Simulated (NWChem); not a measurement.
System: WNH2O2F; SMILES [NH]=[W](=[O])([OH])[F]

The following NWChem deck was run.

```
start job
memory heap 200 mb stack 900 mb global 1100 mb
geometry units angstroms noautoz
  W     -0.074819     0.080259     0.039677
  O      0.080795    -0.509924     1.651047
  N      0.279387    -1.240324    -1.077521
  H      0.523930    -2.229736    -1.190692
  F     -1.849105     0.652103    -0.269664
  O      1.239237     1.427311    -0.225027
  H      1.900421     1.420246    -0.940531
end
basis spherical
  * library def2-svp
end
ecp
  W library def2-ecp
end
dft
  xc pbe0
  iterations 150
  mulliken
end
task dft energy
```

Output (shortened):

```
             Northwest Computational Chemistry Package (NWChem) 7.3.0
             --------------------------------------------------------

 C1  symmetry detected

                             Geometry "geometry" -> ""
                             -------------------------

 Output coordinates in angstroms (scale by  1.889725989 to convert to a.u.)

  No.       Tag          Charge          X              Y              Z
 ---- ---------------- ---------- -------------- -------------- --------------
    1 W                   74.0000    -0.01271080     0.00846362     0.01638901
    2 O                    8.0000    -0.99480310    -0.10572245     1.42759460
    3 N                    7.0000    -1.04494524    -0.18972919    -1.40232322
    4 H                    1.0000    -1.99495540    -0.32720019    -1.76305509
    5 F                    9.0000     0.79012444     1.71666332    -0.07470207
    6 O                    8.0000     1.22143866    -1.43645285     0.03764854
    7 H                    1.0000     1.32596693    -2.08357110    -0.68309550

 Effective nuclear repulsion energy (a.u.)     801.5332965218

                                 NWChem DFT Module
                                 -----------------

 Summary of "ao basis" -> "ao basis" (spherical)
 ------------------------------------------------------------------------------
       Tag                 Description            Shells   Functions and Types
 ---------------- ------------------------------  ------  ---------------------
 W                          def2-svp                12       32   6s3p2d1f
 O                          def2-svp                 6       14   3s2p1d
 N                          def2-svp                 6       14   3s2p1d
 H                          def2-svp                 3        5   2s1p
 F                          def2-svp                 6       14   3s2p1d

            General Information
            -------------------
          SCF calculation type: DFT
          Wavefunction type:  closed shell.
          No. of atoms     :     7
          No. of electrons :    48
           Alpha electrons :    24
            Beta electrons :    24
          Charge           :     0
          Spin multiplicity:     1
          Use of symmetry is: off; symmetry adaption is: off
          Maximum number of iterations: 150
          AO basis - number of functions:    98
                     number of shells:    42
          Convergence on energy requested:  1.00D-06
          Convergence on density requested:  1.00D-05
          Convergence on gradient requested:  5.00D-04

              XC Information
              --------------
                         PBE0 Method XC Functional
                     Hartree-Fock (Exact) Exchange  0.250
          PerdewBurkeErnzerhof Exchange Functional  0.750
            Perdew 1991 LDA Correlation Functional  1.000 local
           PerdewBurkeErnz. Correlation Functional  1.000 non-local

             Grid Information
             ----------------
          Grid used for XC integration:  medium
          Radial quadrature: Mura-Knowles
          Angular quadrature: Lebedev.
          Tag              B.-S. Rad. Rad. Pts. Rad. Cut. Ang. Pts.
          ---              ---------- --------- --------- ---------
          W                   1.35      123           9.0       590
          O                   0.60       49          10.0       434
          N                   0.65       49           9.0       434
          H                   0.35       45          11.0       434
          F                   0.50       49          10.0       434
          Grid pruning is: on
          Number of quadrature shells:   409
          Spatial weights used:  Erf1

      Superposition of Atomic Density Guess
      -------------------------------------

 Sum of atomic energies:        -377.09417520

      Non-variational initial energy
      ------------------------------

 Total energy =    -370.389487
 1-e energy   =    -967.646612
 2-e energy   =     378.026677
 HOMO         =      -0.372252
 LUMO         =      -0.012524

     ---------------------------------------------
      Total Density - Mulliken Population Analysis
     ---------------------------------------------

    Atom       Charge   Shell Charges
 -----------   ------   -------------------------------------------------------
    1 W   14    10.94   0.04 -0.35  1.79  0.55  0.30  0.05  5.50  0.57  0.13  1.86  0.33  0.16
    2 O    8     9.10   1.99  1.15  0.75  3.18  2.02  0.01
    3 N    7     8.09   1.99  1.09  0.58  2.64  1.78  0.01
    4 H    1     0.75   0.58  0.12  0.04
    5 F    9     9.64   1.99  1.15  0.80  3.53  2.16  0.00
    6 O    8     8.84   1.99  1.10  0.67  3.09  1.99  0.00
    7 H    1     0.63   0.51  0.06  0.06

   convergence    iter        energy       DeltaE   RMS-Dens  Diis-err
 ---------------- ----- ----------------- --------- --------- ---------
 d= 0,ls=0.0,diis     1   -372.4423269258 -5.92D+02  5.17D-02  4.09D+00
 d= 0,ls=0.0,diis     2   -366.4892795694  5.95D+00  4.24D-02  5.39D+01
 d= 0,ls=0.0,diis     3   -372.7637616004 -6.27D+00  9.22D-03  1.76D+00
 d= 0,ls=0.0,diis     4   -372.8999549705 -1.36D-01  3.71D-03  3.76D-01
 d= 0,ls=0.0,diis     5   -372.9266139389 -2.67D-02  1.80D-03  9.02D-02
  Resetting Diis
 d= 0,ls=0.0,diis     6   -372.9363875552 -9.77D-03  4.10D-04  6.01D-03
 d= 0,ls=0.0,diis     7   -372.9369720128 -5.84D-04  4.40D-04  6.43D-04
 d= 0,ls=0.0,diis     8   -372.9365972548  3.75D-04  3.46D-04  4.44D-03
 d= 0,ls=0.0,diis     9   -372.9370266401 -4.29D-04  6.45D-05  9.57D-05
 d= 0,ls=0.0,diis    10   -372.9370362935 -9.65D-06  1.28D-05  6.75D-06
 d= 0,ls=0.0,diis    11   -372.9370369329 -6.39D-07  2.31D-06  8.84D-08

         Total DFT energy =     -372.937036932925
      One electron energy =     -971.210921387475
           Coulomb energy =      421.499966430407
    Exchange-Corr. energy =      -42.456530148677
 Nuclear repulsion energy =      219.230448172820

 Numeric. integr. density =       48.000003357017

                       DFT Final Molecular Orbital Analysis
                       ------------------------------------

 Vector   22  Occ=2.000000D+00  E=-3.542498D-01
              MO Center=  1.1D-02, -6.4D-01,  5.8D-01, r^2= 3.0D+00
   Bfn.  Coefficient  Atom+Function         Bfn.  Coefficient  Atom+Function
  ----- ------------  ---------------      ----- ------------  ---------------
    37      0.327448  2 O  py                85      0.309775  6 O  pz
    84     -0.262140  6 O  py                40      0.236440  2 O  py
    38     -0.231125  2 O  pz                88      0.231419  6 O  pz
    87     -0.210314  6 O  py                17      0.185389  1 W  d -1
    41     -0.164264  2 O  pz                36     -0.135957  2 O  px

 Vector   23  Occ=2.000000D+00  E=-3.308740D-01
              MO Center= -7.0D-01, -1.1D-01, -7.4D-01, r^2= 2.4D+00
   Bfn.  Coefficient  Atom+Function         Bfn.  Coefficient  Atom+Function
  ----- ------------  ---------------      ----- ------------  ---------------
    51      0.448014  3 N  py                54     -0.346378  3 N  py
    17      0.216655  1 W  d -1              16      0.214453  1 W  d -2
    37     -0.204813  2 O  py                 8      0.163757  1 W  py
    40     -0.150053  2 O  py                70     -0.128911  5 F  py
    82      0.126425  6 O  s                 84      0.115397  6 O  py

 Vector   24  Occ=2.000000D+00  E=-3.101450D-01
              MO Center= -8.3D-01, -1.4D-01, -6.0D-01, r^2= 2.7D+00
   Bfn.  Coefficient  Atom+Function         Bfn.  Coefficient  Atom+Function
  ----- ------------  ---------------      ----- ------------  ---------------
    52      0.378115  3 N  pz                36     -0.332384  2 O  px
    55     -0.280315  3 N  pz                50     -0.262992  3 N  px
    39     -0.248496  2 O  px                53      0.213589  3 N  px
    49      0.167842  3 N  s                 20     -0.145088  1 W  d  2
     5     -0.136013  1 W  s                  3      0.131568  1 W  s

 Vector   25  Occ=0.000000D+00  E=-6.172017D-02
              MO Center=  1.4D-03, -4.7D-02, -6.2D-02, r^2= 2.4D+00
   Bfn.  Coefficient  Atom+Function         Bfn.  Coefficient  Atom+Function
  ----- ------------  ---------------      ----- ------------  ---------------
    20      0.755437  1 W  d  2              18     -0.290709  1 W  d  0
    55     -0.233666  3 N  pz                83     -0.187972  6 O  px
    17     -0.185132  1 W  d -1              52      0.184345  3 N  pz
    86     -0.178469  6 O  px                69      0.171074  5 F  px
    41      0.168642  2 O  pz                38      0.166233  2 O  pz

 Vector   26  Occ=0.000000D+00  E=-4.902435D-02
              MO Center= -2.3D-01, -1.1D-01, -1.3D-01, r^2= 2.3D+00
   Bfn.  Coefficient  Atom+Function         Bfn.  Coefficient  Atom+Function
  ----- ------------  ---------------      ----- ------------  ---------------
    17      0.815097  1 W  d -1              54      0.304310  3 N  py
    51     -0.290968  3 N  py                37     -0.233301  2 O  py
    40     -0.209080  2 O  py                82      0.172110  6 O  s
    95     -0.160292  7 H  s                 19      0.155586  1 W  d  1
    16      0.152199  1 W  d -2              20      0.146353  1 W  d  2

 Vector   27  Occ=0.000000D+00  E=-1.706155D-02
              MO Center= -5.0D-02, -1.2D-01, -1.9D-01, r^2= 4.2D+00
   Bfn.  Coefficient  Atom+Function         Bfn.  Coefficient  Atom+Function
  ----- ------------  ---------------      ----- ------------  ---------------
     6      0.911563  1 W  s                 18     -0.526758  1 W  d  0
    20     -0.284051  1 W  d  2              82     -0.272612  6 O  s
    49      0.265761  3 N  s                 68     -0.258016  5 F  s
    62     -0.233685  4 H  s                  5     -0.215600  1 W  s
    19      0.204650  1 W  d  1               3     -0.187482  1 W  s

[...]
```

Level: PBE0/def2-SVP with def2 effective core potentials on W. Coordinates come from a PBE-D3(BJ)/def2-SVP optimisation. def2 effective core potentials on W; no spin-orbit coupling.
